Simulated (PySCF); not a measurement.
Si(CCH)3(F) (C6H3FSi), SMILES C#C[Si](F)(C#C)C#C.

Geometry: PBE-D3(BJ)/def2-SVP.

Two levels are set side by side: PBE/def2-TZVP (PySCF) and PBE0/def2-TZVP (PySCF). Same geometry, gas phase. Differences are taken from unrounded values.

```tsv
quantity	PBE0
orbital gap (eV)	6.74
highest occupied level (eV)	-8.34
lowest empty level (eV)	-1.60
dipole moment (D)	2.30
```

What does PBE give, and how far is it from PBE0? (Estimate from the structure and the level; the computed values follow.)


```
quantity                       PBE  PBE minus PBE0
---------------------------  -----  --------------
orbital gap (eV)              4.68           -2.07
highest occupied level (eV)  -7.15            1.19
lowest empty level (eV)      -2.47           -0.87
dipole moment (D)             2.18           -0.12
```

Without exact exchange PBE keeps part of each electron's self-repulsion, which lifts occupied levels and narrows the gap. Differences between two approximate levels are no errors against the true value.

Rough cost on one machine, each run with all the roots and properties that it gave: PBE0 against PBE within a factor of 2.
